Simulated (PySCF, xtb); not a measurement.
B(H)(NCO)(OMe) (C2H4BNO2), SMILES N(=C=O)BOC. One conformer was computed; it need not be the lowest.

Harmonic wavenumbers (cm⁻¹) from GFN2-xTB run with xtb 6.7.1 at its own minimum, in rising order: 66, 93, 132, 220, 272, 436, 516, 519, 778, 904, 984, 1095, 1131, 1150, 1310, 1412, 1467, 1471, 1568, 2515, 2569, 2956, 2966, 2977.

### Question
What does B3LYP-D3(BJ)/def2-SVP run with PySCF give at its own minimum? (The exact figures need the calculation; the answer reports its results.)

### Answer
38, 83, 128, 213, 290, 425, 586, 620, 906, 912, 1018, 1141, 1187, 1205, 1387, 1469, 1474, 1493, 1626, 2474, 2587, 3021, 3112, 3118. Paired by order, the mean absolute difference is 50 cm⁻¹ and the zero-point energies are 42.2 and 43.6 kcal/mol.
